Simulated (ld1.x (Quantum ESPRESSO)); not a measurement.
What one change does to a pseudopotential (Te (Z = 52), TM)

- Element: Te
- Generator: ld1.x (Quantum ESPRESSO) 7.5
- Type: norm-conserving Troullier–Martins (Kleinman–Bylander form)
- Functional: PBE
- Relativity: scalar-relativistic
- Frozen core: [Kr]
- Valence charge: 16
- Reference configuration: 4d10 5s2 5p3.75 (charge +0.25)
- Partial waves: 5s (bound): rc 1.65 bohr; 5p (bound): rc 2.05 bohr; 4d (bound): rc 1.35 bohr
- Local potential: all-electron potential smoothed inside 1.50 bohr (lloc = -1)
- Core correction: a·sin(br)/r model core inside 1.00 bohr

Change: all radii but the core radius scaled by about 0.92 (s 1.52, p 1.88, d 1.24 bohr); local potential all-electron potential smoothed inside 1.38 bohr (lloc = -1).

Cutoffs: the cutoffs (Ry, on a coarse ladder) from which the occupation-weighted sum of valence levels, in a spherical-Bessel basis at the reference potential, stays within 10 and 1 mRy of its value at 400 Ry; they do not see the model core or the augmentation charge, which bear on the density cutoff. Errors are all-electron minus pseudo energies relative to the spin-unpolarised reference configuration.

Task: What does the change do?

Result: The potential gets neither clearly harder nor softer (100 Ry and 180 Ry → 110 Ry and 180 Ry); the bound ghosts move from s to p, s; the number of tests that count goes from 7 to 0.

| quantity | base | changed |
| --- | --- | --- |
| cutoff, loose | 100 Ry | 110 Ry |
| cutoff, tight | 180 Ry | 180 Ry |
| loose cutoff by channel (10 mRy a level) | s 25 Ry, p 10 Ry, d 90 Ry | s 30 Ry, p 10 Ry, d 90 Ry |
| bound ghosts | s | s, p |
| tests counted (converged, no solver errors) | 7 of 7 | 0 of 7 |

Changed file: Tests not counted: 4d10 5s2 5p4 (solver errors, printed error -2569 eV); 4d10 5s2 5p3 (solver errors, printed error -2249 eV); 4d10 5s2 5p2 (solver errors, printed error -18.8 eV); 4d10 5s1 5p5 (solver errors, printed error -2108 eV); 4d10 5s2 5p1 (solver errors, printed error -4.9 eV); 4d10 5s2 5p4.3 (solver errors, printed error -2581 eV); 4d9 5s2 5p5 (solver errors, printed error -2277 eV). A true bound ghost makes a file unfit for plane-wave use even where its test errors are small: the radial tests pick states by their node count and pass the ghost by. Where a test does run into it, the solver fails or the error is huge.
